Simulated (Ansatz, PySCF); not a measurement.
Dissociation curve of BeO, singlet.

Computed with: RCCSD = CCSD on RHF/cc-pVDZ, frozen core (Ansatz, a quantum-chemistry and plane-wave program); RHF/6-31G* = restricted Hartree-Fock/6-31G*, spherical d (PySCF 2.14.0); FCI = full CI/cc-pVDZ, frozen core run with Ansatz.

Energies relative to the lowest point of each curve near equilibrium, in kcal/mol:

```csv
R / Å,RCCSD,RHF/6-31G*
1.06,82.9,65.9
1.14,36.4,24.0
1.19,19.0,9.7
1.26,5.2,0.6
1.27,4.0,0.1
1.32,0.5,0.0
1.35,0.0,1.6
1.42,2.4,8.6
1.44,3.8,11.3
1.55,15.2,29.4
1.61,22.9,40.1
```

### Question
What does FCI give at the same points?

### Answer
1.06: 87.1; 1.14: 39.8; 1.19: 21.8; 1.26: 6.9; 1.27: 5.6; 1.32: 1.1; 1.35: 0.0; 1.42: 0.8; 1.44: 1.7; 1.55: 10.3; 1.61: 16.7 (kcal/mol).

The scan ran from 1.06 to 5.21 Å; beyond the distances shown full CI changes its symmetry label. The T1 diagnostic of CCSD on the restricted reference of RCCSD exceeds 0.045 at 1.27 to 1.61 Å. The restricted form behind RHF/6-31G* keeps the bonding electrons paired and can't separate into open-shell fragments. Also computed but left out beside FCI, since their determinant holds another spin at the minimum (<S²> over 0.7 above the pure value): UHF, UCCSD, UCCSD(T), UCCSDT, UCCSDT(Q), UHF/6-31G*, UHF/LANL2DZ.
